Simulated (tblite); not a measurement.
Record of a relaxation.

Compound: C4H6BBrO3.
Atom-mapped SMILES: `[CH3:1][O:2][C:3]1=[C:4]([Br:5])[CH:6]=[O+:7][BH2-:8][O:9]1` (hydrogens: H10, H11, H12 on C1; H13 on C6; H14, H15 on B8)
Bond orders are those of one Lewis drawing.

Computed with GFN2-xTB (tblite), gas phase: L-BFGS steps from a force-field or distance-geometry start until the largest atomic force falls under 0.01 eV/Å. 12 of its 85 geometries are shown.

Step 0: E = -793.4952 eV, largest atomic force 4.745 eV/Å
```
atom  x, y, z in Å  |  force x, y, z in eV/Å
C1      2.595   -0.205    0.598   -0.670  -0.454   0.035
O2      1.576    0.761    0.292   -1.809  -0.892  -0.162
C3      0.261    0.391    0.073    1.643  -4.261   0.543
C4     -0.660    1.343   -0.207   -2.938   0.454  -0.499
Br5    -0.183    3.186   -0.269   -0.135  -0.397   0.031
C6     -2.077    0.945   -0.379    2.341  -0.730   0.398
O7     -2.436   -0.267   -0.412   -0.006   1.427   0.007
B8     -1.462   -1.420   -0.350   -0.108  -0.523  -0.257
O9     -0.125   -0.956    0.142    2.189   4.200   0.285
H10     3.552    0.317    0.746   -0.568   0.081  -0.159
H11     2.327   -0.748    1.531    0.138   0.228  -0.554
H12     2.681   -0.926   -0.239   -0.032   0.270   0.432
H13    -2.828    1.721   -0.454   -0.081   0.061  -0.057
H14    -1.886   -2.278    0.359    0.047   0.347   0.284
H15    -1.340   -1.857   -1.452   -0.010   0.191  -0.327
```

Step 8: E = -794.2804 eV, largest atomic force 0.205 eV/Å
```
atom  x, y, z in Å  |  force x, y, z in eV/Å
C1      2.517   -0.220    0.590    0.086  -0.005   0.021
O2      1.501    0.731    0.297   -0.038  -0.200   0.028
C3      0.275    0.310    0.066   -0.053   0.187  -0.046
C4     -0.687    1.312   -0.210    0.002  -0.019  -0.029
Br5    -0.190    3.128   -0.255    0.102   0.011   0.045
C6     -2.004    0.945   -0.361   -0.094  -0.032  -0.038
O7     -2.413   -0.253   -0.389   -0.076   0.060  -0.004
B8     -1.453   -1.413   -0.366    0.157  -0.040   0.046
O9     -0.023   -0.911    0.127    0.022  -0.068  -0.067
H10     3.420    0.369    0.710    0.100   0.056   0.028
H11     2.306   -0.764    1.513   -0.120   0.016  -0.041
H12     2.654   -0.935   -0.225   -0.167   0.032  -0.010
H13    -2.768    1.715   -0.461   -0.009   0.024  -0.003
H14    -1.842   -2.198    0.424    0.087  -0.031   0.041
H15    -1.298   -1.807   -1.479    0.001   0.010   0.030
```

Step 15: E = -794.2973 eV, largest atomic force 0.113 eV/Å
```
atom  x, y, z in Å  |  force x, y, z in eV/Å
C1      2.502   -0.218    0.591   -0.034  -0.012   0.004
O2      1.488    0.737    0.307    0.046   0.015  -0.009
C3      0.268    0.316    0.048    0.065   0.019   0.058
C4     -0.694    1.315   -0.227    0.037  -0.057  -0.007
Br5    -0.148    3.113   -0.230    0.012   0.112   0.005
C6     -2.013    0.949   -0.370    0.014  -0.028   0.011
O7     -2.416   -0.251   -0.382    0.022  -0.060   0.029
B8     -1.427   -1.415   -0.356    0.011  -0.025  -0.025
O9     -0.008   -0.912    0.094   -0.024   0.059  -0.026
H10     3.417    0.360    0.714   -0.053  -0.047  -0.015
H11     2.271   -0.767    1.506   -0.024   0.011   0.015
H12     2.601   -0.930   -0.230   -0.008   0.020  -0.011
H13    -2.774    1.723   -0.467   -0.026  -0.018  -0.011
H14    -1.781   -2.203    0.451    0.008   0.044  -0.021
H15    -1.291   -1.808   -1.471   -0.043  -0.034   0.005
```

Step 23: E = -794.3027 eV, largest atomic force 0.062 eV/Å
```
atom  x, y, z in Å  |  force x, y, z in eV/Å
C1      2.487   -0.225    0.593   -0.011   0.010  -0.002
O2      1.492    0.752    0.314    0.026  -0.003  -0.012
C3      0.275    0.333    0.043    0.037  -0.007   0.018
C4     -0.690    1.329   -0.232    0.012  -0.053   0.013
Br5    -0.146    3.131   -0.219   -0.042   0.045  -0.008
C6     -2.005    0.946   -0.369   -0.015   0.004  -0.007
O7     -2.398   -0.258   -0.371   -0.002  -0.013  -0.023
B8     -1.411   -1.417   -0.358   -0.007  -0.013   0.001
O9      0.007   -0.897    0.070   -0.003   0.005  -0.041
H10     3.412    0.334    0.716   -0.014  -0.037   0.008
H11     2.239   -0.768    1.507    0.015  -0.004  -0.029
H12     2.569   -0.931   -0.236   -0.001   0.000   0.036
H13    -2.779    1.704   -0.473   -0.026   0.045   0.006
H14    -1.751   -2.195    0.463    0.013   0.010   0.010
H15    -1.307   -1.829   -1.470    0.017   0.011   0.030
```

Step 31: E = -794.3055 eV, largest atomic force 0.043 eV/Å
```
atom  x, y, z in Å  |  force x, y, z in eV/Å
C1      2.481   -0.233    0.594   -0.001   0.002  -0.004
O2      1.502    0.759    0.311    0.002  -0.013   0.004
C3      0.284    0.346    0.035    0.009   0.000  -0.009
C4     -0.692    1.336   -0.225    0.009  -0.014   0.000
Br5    -0.183    3.151   -0.216   -0.002   0.001   0.013
C6     -2.004    0.945   -0.370   -0.001   0.003   0.001
O7     -2.394   -0.260   -0.379    0.024  -0.008  -0.006
B8     -1.400   -1.415   -0.357    0.003  -0.006  -0.008
O9      0.023   -0.886    0.041   -0.040   0.011   0.010
H10     3.416    0.306    0.723   -0.007  -0.005  -0.002
H11     2.222   -0.776    1.505   -0.002   0.009  -0.014
H12     2.553   -0.943   -0.233    0.009   0.001   0.008
H13    -2.779    1.704   -0.470   -0.015   0.009   0.000
H14    -1.726   -2.182    0.481    0.009   0.017   0.004
H15    -1.306   -1.844   -1.462    0.002  -0.009   0.004
```

Step 38: E = -794.3058 eV, largest atomic force 0.016 eV/Å
```
atom  x, y, z in Å  |  force x, y, z in eV/Å
C1      2.480   -0.235    0.593    0.000  -0.002   0.000
O2      1.503    0.758    0.308    0.005   0.008  -0.003
C3      0.283    0.348    0.034    0.009   0.005  -0.011
C4     -0.692    1.338   -0.226   -0.004  -0.005   0.009
Br5    -0.188    3.155   -0.208    0.004  -0.009   0.010
C6     -2.004    0.946   -0.372    0.000  -0.003  -0.005
O7     -2.391   -0.259   -0.386    0.005  -0.008  -0.006
B8     -1.398   -1.415   -0.358   -0.004   0.001   0.006
O9      0.021   -0.884    0.041    0.004   0.009  -0.005
H10     3.416    0.301    0.724   -0.003   0.008   0.001
H11     2.217   -0.777    1.503   -0.003  -0.002   0.006
H12     2.554   -0.946   -0.232   -0.002  -0.001  -0.009
H13    -2.782    1.704   -0.469    0.002   0.003  -0.002
H14    -1.720   -2.174    0.488   -0.016  -0.001  -0.002
H15    -1.304   -1.852   -1.460    0.002  -0.003   0.012
```

Step 46: E = -794.3063 eV, largest atomic force 0.019 eV/Å
```
atom  x, y, z in Å  |  force x, y, z in eV/Å
C1      2.478   -0.236    0.589    0.004   0.002   0.000
O2      1.506    0.759    0.298   -0.012   0.014   0.004
C3      0.285    0.350    0.029   -0.007  -0.011   0.005
C4     -0.692    1.340   -0.223   -0.009  -0.002   0.006
Br5    -0.189    3.156   -0.184   -0.001   0.003   0.002
C6     -2.003    0.946   -0.376    0.002   0.005  -0.004
O7     -2.388   -0.259   -0.403    0.005  -0.003   0.000
B8     -1.396   -1.415   -0.356   -0.010  -0.001  -0.003
O9      0.022   -0.882    0.037    0.010  -0.006   0.003
H10     3.414    0.300    0.725    0.017   0.008   0.000
H11     2.210   -0.775    1.498   -0.004  -0.008   0.013
H12     2.556   -0.947   -0.234    0.004  -0.007  -0.017
H13    -2.782    1.703   -0.470    0.005   0.006  -0.008
H14    -1.727   -2.163    0.498    0.003   0.004   0.007
H15    -1.298   -1.869   -1.450   -0.006  -0.005  -0.006
```

Step 53: E = -794.3066 eV, largest atomic force 0.026 eV/Å
```
atom  x, y, z in Å  |  force x, y, z in eV/Å
C1      2.481   -0.234    0.586   -0.005   0.005  -0.001
O2      1.507    0.760    0.297   -0.012   0.007   0.001
C3      0.285    0.349    0.031   -0.011  -0.002   0.001
C4     -0.693    1.339   -0.213    0.002   0.007  -0.003
Br5    -0.191    3.156   -0.165   -0.001  -0.003   0.001
C6     -2.003    0.947   -0.382    0.012   0.002   0.008
O7     -2.386   -0.259   -0.416   -0.013   0.010  -0.008
B8     -1.399   -1.417   -0.356    0.013   0.011   0.009
O9      0.024   -0.884    0.033   -0.013   0.004  -0.012
H10     3.416    0.301    0.725    0.001   0.003   0.004
H11     2.208   -0.775    1.494    0.020  -0.017   0.001
H12     2.560   -0.943   -0.240    0.001  -0.005   0.000
H13    -2.779    1.706   -0.481    0.008  -0.023  -0.009
H14    -1.732   -2.152    0.510    0.002   0.001  -0.005
H15    -1.302   -1.885   -1.444   -0.004   0.000   0.013
```

Step 61: E = -794.3076 eV, largest atomic force 0.024 eV/Å
```
atom  x, y, z in Å  |  force x, y, z in eV/Å
C1      2.487   -0.233    0.574   -0.002  -0.004   0.002
O2      1.503    0.758    0.309    0.008   0.000   0.021
C3      0.282    0.348    0.041    0.007   0.005   0.006
C4     -0.699    1.343   -0.177    0.011   0.000  -0.012
Br5    -0.203    3.159   -0.080   -0.008  -0.016  -0.003
C6     -1.998    0.949   -0.408    0.003   0.011  -0.011
O7     -2.378   -0.257   -0.476   -0.015   0.018   0.005
B8     -1.405   -1.419   -0.348    0.018  -0.012   0.003
O9      0.027   -0.884    0.002    0.000   0.002   0.001
H10     3.416    0.310    0.724   -0.006  -0.009  -0.009
H11     2.224   -0.797    1.471    0.002  -0.003  -0.005
H12     2.572   -0.925   -0.266   -0.001   0.015  -0.003
H13    -2.769    1.708   -0.543   -0.014  -0.003   0.007
H14    -1.740   -2.099    0.561   -0.015   0.004   0.008
H15    -1.323   -1.953   -1.404    0.011  -0.008  -0.008
```

Step 69: E = -794.3081 eV, largest atomic force 0.020 eV/Å
```
atom  x, y, z in Å  |  force x, y, z in eV/Å
C1      2.489   -0.233    0.571    0.001  -0.004  -0.003
O2      1.500    0.758    0.327    0.012  -0.012  -0.006
C3      0.281    0.348    0.047    0.002   0.004   0.008
C4     -0.700    1.343   -0.173   -0.002   0.002   0.010
Br5    -0.209    3.159   -0.057   -0.002  -0.008  -0.006
C6     -1.997    0.950   -0.420    0.004   0.001  -0.005
O7     -2.376   -0.255   -0.496    0.003   0.006   0.000
B8     -1.406   -1.419   -0.345   -0.002  -0.015  -0.003
O9      0.029   -0.884   -0.005   -0.006   0.003   0.009
H10     3.418    0.311    0.721   -0.012  -0.003   0.008
H11     2.234   -0.812    1.461    0.004   0.005  -0.013
H12     2.573   -0.911   -0.281   -0.016   0.011   0.002
H13    -2.768    1.708   -0.559    0.000   0.000   0.000
H14    -1.750   -2.078    0.578    0.008   0.008  -0.009
H15    -1.323   -1.976   -1.390    0.004   0.002   0.007
```

Step 76: E = -794.3083 eV, largest atomic force 0.012 eV/Å
```
atom  x, y, z in Å  |  force x, y, z in eV/Å
C1      2.490   -0.233    0.565   -0.001  -0.003  -0.001
O2      1.498    0.759    0.335    0.002  -0.007   0.006
C3      0.279    0.349    0.055    0.000   0.006  -0.002
C4     -0.702    1.343   -0.159   -0.003   0.005   0.005
Br5    -0.215    3.159   -0.029    0.005   0.005  -0.002
C6     -1.994    0.950   -0.432   -0.008  -0.003   0.009
O7     -2.370   -0.255   -0.524   -0.001  -0.002  -0.001
B8     -1.406   -1.419   -0.342    0.002  -0.006   0.003
O9      0.030   -0.884   -0.009    0.000   0.002   0.002
H10     3.418    0.311    0.721   -0.005  -0.007  -0.006
H11     2.240   -0.825    1.448   -0.005   0.002  -0.010
H12     2.571   -0.899   -0.297    0.008   0.004   0.005
H13    -2.763    1.709   -0.580   -0.001   0.001  -0.011
H14    -1.756   -2.053    0.596   -0.001  -0.002   0.002
H15    -1.323   -2.003   -1.371    0.009   0.005   0.001
```

Step 84: E = -794.3085 eV, largest atomic force 0.007 eV/Å
```
atom  x, y, z in Å  |  force x, y, z in eV/Å
C1      2.488   -0.235    0.560    0.001  -0.001  -0.001
O2      1.497    0.760    0.342    0.002  -0.004   0.000
C3      0.277    0.351    0.064    0.003   0.000  -0.003
C4     -0.705    1.345   -0.147    0.003   0.000  -0.004
Br5    -0.216    3.161   -0.025   -0.004   0.003   0.004
C6     -1.993    0.950   -0.436   -0.002  -0.001  -0.002
O7     -2.366   -0.255   -0.534   -0.001  -0.001   0.004
B8     -1.404   -1.420   -0.339    0.001   0.005   0.002
O9      0.029   -0.881   -0.003    0.003  -0.003   0.006
H10     3.417    0.307    0.720   -0.002  -0.002   0.003
H11     2.238   -0.836    1.437    0.000   0.002  -0.004
H12     2.569   -0.891   -0.308    0.000   0.002  -0.001
H13    -2.762    1.708   -0.594    0.000   0.002  -0.004
H14    -1.760   -2.047    0.603    0.001  -0.003   0.000
H15    -1.314   -2.010   -1.363   -0.002   0.001   0.000
```

**Question.** Summarise the path.

**Answer.** The energy falls by 18.76 kcal/mol from step 0 to step 84; nine tenths of that is first reached at step 5. It falls at every step. The largest force goes from 4.745 to 0.007 eV/Å. Among the bonds C3–O9 changes most, from 1.402 to 1.259 Å; the atoms move by 0.168 Å rms after alignment.

**Question.** Follow the three bonds and two angles with the largest change from start to end.

**Answer.** 
| step | E above end (kcal/mol) | largest force (eV/Å) | C3–O9 (Å) | C4–C6 (Å) | B8–O9 (Å) | H14–B8–H15 (°) | C1–O2–C3 (°) |
| --- | --- | --- | --- | --- | --- | --- | --- |
| 0 | 18.76 | 4.745 | 1.402 | 1.481 | 1.499 | 108.8 | 121.8 |
| 4 | 2.28 | 0.492 | 1.265 | 1.387 | 1.610 | 112.4 | 122.1 |
| 7 | 0.81 | 0.274 | 1.261 | 1.374 | 1.606 | 116.1 | 119.4 |
| 11 | 0.45 | 0.111 | 1.261 | 1.377 | 1.574 | 117.2 | 119.9 |
| 15 | 0.26 | 0.113 | 1.259 | 1.376 | 1.571 | 116.9 | 119.0 |
| 18 | 0.20 | 0.089 | 1.259 | 1.377 | 1.572 | 116.8 | 118.5 |
| 22 | 0.15 | 0.063 | 1.259 | 1.377 | 1.571 | 116.5 | 118.1 |
| 26 | 0.10 | 0.072 | 1.260 | 1.377 | 1.569 | 116.5 | 117.7 |
| 29 | 0.08 | 0.051 | 1.260 | 1.378 | 1.571 | 116.5 | 117.4 |
| 33 | 0.07 | 0.019 | 1.259 | 1.377 | 1.568 | 116.6 | 117.4 |
| 37 | 0.06 | 0.016 | 1.260 | 1.378 | 1.566 | 116.7 | 117.4 |
| 40 | 0.06 | 0.018 | 1.259 | 1.378 | 1.566 | 116.7 | 117.4 |
| 44 | 0.05 | 0.018 | 1.260 | 1.378 | 1.566 | 116.5 | 117.4 |
| 47 | 0.05 | 0.013 | 1.260 | 1.378 | 1.565 | 116.5 | 117.3 |
| 51 | 0.05 | 0.018 | 1.259 | 1.377 | 1.568 | 116.6 | 117.3 |
| 55 | 0.04 | 0.037 | 1.260 | 1.378 | 1.569 | 116.6 | 117.3 |
| 58 | 0.03 | 0.030 | 1.259 | 1.377 | 1.567 | 116.4 | 117.4 |
| 62 | 0.02 | 0.022 | 1.259 | 1.378 | 1.569 | 116.4 | 117.6 |
| 66 | 0.01 | 0.021 | 1.259 | 1.378 | 1.568 | 116.5 | 117.6 |
| 69 | 0.01 | 0.020 | 1.259 | 1.378 | 1.569 | 116.4 | 117.6 |
| 73 | 0.01 | 0.015 | 1.259 | 1.377 | 1.569 | 116.5 | 117.6 |
| 77 | 0.00 | 0.016 | 1.259 | 1.377 | 1.569 | 116.4 | 117.5 |
| 80 | 0.00 | 0.014 | 1.259 | 1.378 | 1.568 | 116.4 | 117.5 |
| 84 | 0.00 | 0.007 | 1.259 | 1.378 | 1.568 | 116.5 | 117.5 |

The cost below is that of the whole relaxation. On one thread, Arm Neoverse V2 (aarch64) (shared host), this took 0.46 s wall.
